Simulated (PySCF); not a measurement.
**Löwdin shares of the frontier orbitals**

NbSe(SMe)3, C3H9NbS3Se (singlet state).
Z-matrix (Å and degrees, PBE0-D3(BJ)/def2-SVP geometry), rows numbered from 1:
```
Nb
Se  1  2.2750
S   1  2.3378  2  110.84
C   3  1.8256  1  107.15  2    32.21
H   4  1.0974  3  109.94  1   -62.44
H   4  1.0985  3  107.15  1   178.01
H   4  1.0973  3  110.51  1    58.95
S   1  2.3339  2  109.46  3  -122.40
C   8  1.8236  1  109.29  2    29.95
H   9  1.0976  8  109.79  1   -62.86
H   9  1.0986  8  107.11  1   177.68
H   9  1.0969  8  110.59  1    58.46
S   1  2.3354  2  109.78  3   120.14
C  13  1.8256  1  106.50  2    39.65
H  14  1.0978 13  110.11  1   -63.06
H  14  1.0984 13  107.07  1   177.29
H  14  1.0976 13  110.42  1    58.39
```

Method used: TDDFT PBE0/def2-SVPD, vertical, gas phase, core orbitals frozen in the response, def2 core potentials past Kr (PySCF 2.14.0, density-fitted response routines). Spin–orbit coupling is left out.

Frontier orbitals with the atoms that hold most of them (Löwdin shares over 4%, at most four atoms; ? is withheld):

| orbital | ε (eV) | atoms |
| --- | --- | --- |
| HOMO-3 | -7.83 | Nb1 20%, Se2 20%, S3 19%, S13 19% |
| HOMO-2 | -7.28 | Se2 45%, S8 19%, Nb1 14%, S3 10% |
| HOMO-1 | -7.23 | Se2 38%, S3 21%, Nb1 12%, S8 11% |
| HOMO | -7.10 | ? |
| LUMO | ? | ? |
| LUMO+1 | -2.62 | Nb1 56%, Se2 15%, S8 10%, S3 6% |
| LUMO+2 | -1.91 | Nb1 43%, Se2 15%, S3 12%, S13 11% |

**Question.** Give the leading atoms of the HOMO.

**Answer.** S13 (bonded to C and Nb) 37%; S8 (bonded to C and Nb) 17%; S3 (bonded to C and Nb) 14%; Se2 (bonded to Nb) 12%. By element: sulfur 68%, selenium 12%.

**Question.** Give the leading atoms of the LUMO.

**Answer.** Nb1 (bonded to 3 S and Se) 55%; Se2 (bonded to Nb) 15%; S3 (bonded to C and Nb) 9%; S13 (bonded to C and Nb) 8%. By element: niobium 55%, sulfur 17% or more, selenium 15%.

**Question.** What is the LUMO energy, and the HOMO–LUMO gap?

**Answer.** ε(LUMO) = -2.71 eV; the gap is 4.39 eV (0.1612 hartree).

**Question.** How does S1 compare with the orbital gap of 4.39 eV?

**Answer.** S1 is at 3.08 eV (f = 0.0012), 1.31 eV below the gap, made of HOMO-1→LUMO (46%), HOMO→LUMO (37%), HOMO-2→LUMO+1 (9%). Its leading pair isn't HOMO and LUMO; the energies of that pair differ by 4.52 eV. Without the coupling terms of the response equations the lowest excitation would equal the gap.

For S1 the Löwdin share of niobium is 12% in HOMO-1 and 55% in LUMO (ligand-to-metal charge transfer by this measure).

Next come S2 at 3.19 eV (f 0.0039), HOMO→LUMO (29%), HOMO→LUMO+1 (18%), HOMO-2→LUMO+1 (17%); S3 at 3.24 eV (f 0.0029), HOMO-2→LUMO+1 (28%), HOMO→LUMO+1 (26%), HOMO-1→LUMO (17%); S4 at 3.32 eV (f 0.018), HOMO-2→LUMO (28%), HOMO→LUMO (24%), HOMO-1→LUMO+1 (20%); S5 at 3.43 eV (f 0.022), HOMO-2→LUMO+1 (37%), HOMO→LUMO+1 (34%).

Löwdin shares depend on the basis, the more so with diffuse functions.
